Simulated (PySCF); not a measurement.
C3H9Hf, neutral, multiplicity 2. Atoms are numbered in the order given.

```xyz
13

Hf     0.0000     0.0000     0.1338
C     -1.8669    -1.0779    -0.3381
C      1.8669    -1.0779    -0.3381
C      0.0000     2.1557    -0.3381
H     -1.7033    -2.0138    -0.9029
H     -2.5956    -0.4682    -0.9029
H     -2.3502    -1.3569     0.6228
H      2.3502    -1.3569     0.6228
H      1.7033    -2.0138    -0.9029
H      2.5956    -0.4682    -0.9029
H      0.0000     2.7138     0.6228
H     -0.8923     2.4820    -0.9029
H      0.8923     2.4820    -0.9029
```
Charge 0, spin multiplicity 2.

Geometry optimised at PBE0-D3(BJ)/def2-SVP. The multiplicity is an assumed one; other spin states were not compared. The def2 effective core potentials stand for the cores of Hf; spin–orbit coupling is left out.

The numbers are results of PySCF with r2SCAN/def2-TZVP, not measurements.

ESP charges are fitted to the potential on shells at 1.4 to 2.0 van der Waals radii. Atomic charges (e):

```csv
atom,Löwdin,ESP fit,Mulliken,Mulliken spin
Hf1,…,0.50,1.03,1.05
C2,…,-0.37,-0.75,-0.03
C3,…,-0.37,-0.75,-0.03
C4,…,-0.35,-0.75,-0.03
H5,…,0.08,0.14,0.00
H6,…,0.08,0.14,0.00
H7,…,0.04,0.13,0.01
H8,…,0.04,0.13,0.01
H9,…,0.08,0.14,0.00
H10,…,0.08,0.14,0.00
H11,…,0.04,0.13,0.01
H12,…,0.07,0.14,0.00
H13,…,0.07,0.14,0.00
```

### Question
Some entries are withheld; supply them. (The exact figures need the calculation; the answer reports its results.)

### Answer

- Hf1, Löwdin: 0.70
- C2, Löwdin: -0.60
- C3, Löwdin: -0.60
- C4, Löwdin: -0.60
- H5, Löwdin: 0.12
- H6, Löwdin: 0.12
- H7, Löwdin: 0.12
- H8, Löwdin: 0.12
- H9, Löwdin: 0.12
- H10, Löwdin: 0.12
- H11, Löwdin: 0.12
- H12, Löwdin: 0.12
- H13, Löwdin: 0.12
